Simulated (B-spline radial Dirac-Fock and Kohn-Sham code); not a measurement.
# Radiative decay of the M4 hole in Dy⁷⁺

System: the Dy⁷⁺ ion, 1s2 2s2 2p6 3s2 3p6 3d10 4s2 4p6 4d10 4f9 5s2 5p2.

Method: a relativistic independent-particle model: LDA orbitals of the hole state, radiative multipoles to third order, Auger rates from the Coulomb interaction with a continuum orbital, Dirac-Fock energies. Computed with a radial atomic solver.

```tsv
line	multipole	energy (eV)	width (meV)	share (%)
Mζ2 (M4-N2)	E1	993.7	0.828	7.11
M4-N3	E1	1030.8	0.111	0.955
M4-O2	E1	1318.1	0.0507	0.436
M4-O3	E1	1324.4	0.00698	0.0599
Mβ (M4-N6)	E1	1331.8	10.6	91.4
```

The listed lines hold 100.0 % of the radiative rate. The radiative width is 0.0116 eV in the length form and 0.0118 eV in the velocity form; the two differ because the transition energies are not eigenvalue differences of the potential that gave the orbitals.
